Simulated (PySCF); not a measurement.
Predicted microwave data (PBE0/def2-SVPD in PySCF (dipole) on a GFN2-xTB geometry, gas phase) for one isomer of C7H11N:

| Property | Result |
| --- | --- |
| Rotational constants | A = 2978, B = 1352, C = 1033 MHz |
| Dipole components | \|μa\| = 1.28 D, \|μb\| = 0.19 D, \|μc\| = 0.94 D |
| Inertial defect | -54.57 u·Å² |
| κ | -0.67 |

Task: Which structure is it? (One computed conformer of each.)
A. `[CH2:1]=[CH:2][CH2:3][C:4](=[CH2:5])/[CH:6]=[N:7]/[CH3:8]` with C1–C2–C3–C4 116°, C2–C3–C4–C5 -98°, C3–C4–C6–N7 4°
B. `[CH2:1]=[N:2][C@@:3]12[CH2:4][CH2:5][CH2:6][C@@H:7]1[CH2:8]2` with C1–N2–C3–C4 8°, N2–C3–C4–C5 160°, C3–C4–C5–C6 -28°, C4–C5–C6–C7 29°, C5–C6–C7–C8 47°
C. `[H]/[N:2]=[CH:3]\[C@:4]12[CH2:5][CH2:6][C@H:7]([CH2:8]1)[CH2:9]2` with N2–C3–C4–C5 119°
D. `CC(C)(C)/C=C\C#N`
E. `[CH:1]#[C:2][C@H:3]1[CH2:4][C@H:5]([NH:6][CH3:7])[CH2:8]1` with C4–C5–N6–C7 180°, C2–C3–C4–C5 105°, C3–C4–C5–N6 128°, C4–C5–C8–C3 -11°, C2–C3–C8–C5 -104°
F. `[CH3:1][C:2]#[C:3][C@@H:4]1[CH2:5][N:6]1[CH2:7][CH3:8]` with C5–N6–C7–C8 -156°

Result: F. It is CC#C[C@@H]1CN1CC, an asymmetric top, point group C1. The candidates at the same level (rigid rotor, commonest isotopes):

```tsv
SMILES	A (MHz)	B (MHz)	C (MHz)	μa (D)	μb (D)	μc (D)	Δ (u·Å²)	point group	rotor
C#C[C@H]1C[C@H](NC)C1	5868	1053	1003	1.01	0.18	0.67	-62.25	C1	near-prolate asymmetric top
CC(C)(C)/C=C\C#N	3615	1393	1288	3.34	2.26	0.00	-110.17	–	near-prolate asymmetric top
[H]/N=C\[C@]12CC[C@H](C1)C2	4299	1685	1568	2.80	0.22	0.04	-95.22	C1	near-prolate asymmetric top
C=CCC(=C)/C=N/C	3068	1269	973.0	0.84	0.97	0.52	-43.49	C1	asymmetric top
CC#C[C@@H]1CN1CC	2978	1352	1033	1.28	0.19	0.94	-54.57	C1	asymmetric top
C=N[C@@]12CCC[C@@H]1C2	3958	1759	1470	0.75	1.26	0.21	-71.26	C1	asymmetric top
```

`[H]/N=C\[C@]12CC[C@H](C1)C2` has C 52 % too high; `C=N[C@@]12CCC[C@@H]1C2` has C 42 % too high; `C#C[C@H]1C[C@H](NC)C1` has A 97 % too high; `C=CCC(=C)/C=N/C` has B 6 % too low; `CC(C)(C)/C=C\C#N` has C 25 % too high. No structure here is proved a minimum.
